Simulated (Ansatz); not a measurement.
**Appearance energy of a fragment ion: C3H10OSi → [SiH3]+ + C3H7O + e⁻**

Species: C3H10OSi `CC(C)O[SiH3]`, singlet; [SiH3]+ `[SiH3+]`, singlet; C3H7O `CC(C)[O]`, doublet. 

Shapes, held fixed at every level: PBE0-D4/def2-TZVP. Flexible molecules stand in one conformer, not always the lowest. Programs: Ansatz 0.2.0. Electronic energies: no zero-point or thermal term.

| level | kind | ΔE (eV) | less CCSD(T)/CBS estimate |
| --- | --- | --- | --- |
| PBE0-D4/def2-TZVPP | global hybrid | +12.94 | -0.27 |
| wB97X-V/def2-TZVPP | range-separated hybrid | +12.96 | -0.25 |
| B2PLYP/def2-TZVPP | double hybrid | +12.89 | -0.32 |
| MP2/def2-SVP | perturbation theory | +12.88 | -0.33 |
| CCSD(T)/def2-TZVPP | coupled cluster or CI | +12.99 | -0.22 |
| CCSD/def2-TZVPP | coupled cluster or CI | +12.86 | -0.35 |
| CCSD(T)/CBS estimate | coupled cluster or CI | +13.21 | 0.00 |

The highest level, CCSD(T)/CBS estimate, gives ΔE = +13.21 eV; the levels span +12.86 to +13.21. The column of differences is taken from that level and isn't an error. No measured value is set beside it here. Open shells run unrestricted unless RO is named. The CBS estimate extrapolates MP2 from def2-TZVPP and def2-QZVPP and adds CCSD(T) − MP2 in the triple-zeta set, cores frozen. The onset seen in experiment also holds zero-point changes and kinetic shifts.
